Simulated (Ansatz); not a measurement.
Geometry optimisation, RKS PBE0-D4/def2-mTZVP (Ansatz 0.2.0).

Input:

```yaml
crystal:
  periodic: [false, false, false]
  atoms:
    - { symbol: B, position_ang: [0.79883, 0.21238, 0.46312] }
    - { symbol: C, position_ang: [-0.41357, 0.13972, -0.21439] }
    - { symbol: F, position_ang: [-1.32698, 1.02862, -0.6301] }
    - { symbol: Cl, position_ang: [-0.85728, -1.51805, -0.62693] }
    - { symbol: H, position_ang: [0.18585, 0.95029, 0.20006] }
basis:
  gaussian: { orbitals: def2-mTZVP }
hamiltonian:
  xc: pbe0
  dispersion: d4
relax:
  f_tol: 0.02
  max_steps: 50
```

Run as:

```bash
$ ansatz run input.yaml --threads 2 --pin off --max-ram 3072MiB --backend cpu --events-out ev --progress --plain --runs-dir out
```

Q: Where does it end, and by what steps?

A: The run converged. After 21 steps the energy has fallen by 6.458 eV; H5 moved furthest, 1.18 Å. The start is strongly strained (largest force component 10 eV/Å), so its close contacts needn't be bonds. Parted: B1–H5 (0.99 → 2.36 Å).

| step | energy less start (eV) | largest force component (eV/Å) | accepted |
| --- | --- | --- | --- |
| 0 | 0.0000 | 9.907 | yes |
| 1 | -1.2188 | 4.440 | yes |
| 2 | -2.4260 | 3.743 | yes |
| 3 | -3.7090 | 2.369 | yes |
| 4 | -4.5693 | 1.668 | yes |
| 5 | -5.2031 | 1.108 | yes |
| 6 | -5.4918 | 0.910 | yes |
| 7 | -5.5172 | 1.123 | yes |
| 8 | -5.5810 | 0.361 | yes |
| 9 | -5.6644 | 0.994 | yes |
| 10 | -5.7666 | 2.802 | yes |
| 11 | -6.0930 | 2.241 | yes |
| 12 | -6.2996 | 0.787 | yes |
| 13 | -6.3705 | 0.792 | yes |
| 14 | -6.3907 | 0.337 | yes |
| 15 | -6.3925 | 0.991 | yes |
| 16 | -6.4426 | 0.351 | yes |
| 17 | -6.4552 | 0.182 | yes |
| 18 | -6.4575 | 0.053 | yes |
| 19 | -6.4578 | 0.021 | yes |
| 20 | -6.4578 | 0.029 | no |
| 21 | -6.4578 | 0.006 | yes |

```xyz
5
Properties=species:S:1:pos:R:3
B 1.134 0.077 -0.496
C -0.370 0.398 -0.060
F -1.125 1.132 -0.898
Cl -0.619 -1.404 -0.331
H -0.633 0.610 0.977
```

Whether the end is a true minimum wasn't checked by a vibrational analysis.

Time of the run: 18 s on 2 threads of Intel(R) Xeon(R) 6975P-C (Granite Rapids), on a shared host, peak memory 0.16 GiB.
